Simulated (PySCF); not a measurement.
bromotrifluoromethane (CBrF3), SMILES FC(F)(F)Br. The structure is a stationary point at PBE-D3(BJ)/def2-SVP.

Level of theory: PBE-D3(BJ)/def2-SVP in PySCF.

Harmonic wavenumbers (cm⁻¹): 292, 292, 328, 535, 535, 741, 1049, 1211, 1211. Rotational constants (GHz): 5.632, 2.034, 2.034; symmetry number 3.

### Question
Work out the zero-point energy and the ideal-gas rigid-rotor harmonic-oscillator thermochemistry at 298.15 K and 1 atm.

### Answer
ZPE = ½ Σ hcν = ½ × 6193 cm⁻¹ = 37.05 kJ/mol. H − E(el) = 51.70 kJ/mol. Entropy in J/(mol K): translation 171.15, rotation 103.94, vibration 24.12, total 299.20. G − E(el) = -37.50 kJ/mol. Cp = 70.15 J/(mol K).
